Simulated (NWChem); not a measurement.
Molecule: C₄H₃N; SMILES N#CCC#C

```xyz
8

C      0.5835    -2.1932     0.0000
C     -0.0617    -1.1715     0.0000
C     -0.8549     0.0546     0.0000
C     -0.0470     1.2758     0.0000
N      0.5757     2.2497     0.0000
H      1.1615    -3.0993     0.0000
H     -1.5163     0.0786     0.8833
H     -1.5163     0.0786    -0.8833
```
Atoms are numbered in this order, from 1.

Program: NWChem. All runs use the structure optimised with PBE0/def2-SVP. Vzz is the largest principal value of the second derivative of the potential at the nucleus (NWChem prints the opposite sign); η is the asymmetry. Non-relativistic.

Q: Estimate the computed values for B3LYP/def2-TZVP. Quantities: Vzz N5 (a.u.); η N5.

A: 
- Vzz N5 (a.u.) = -0.982
- η N5 = 0.05
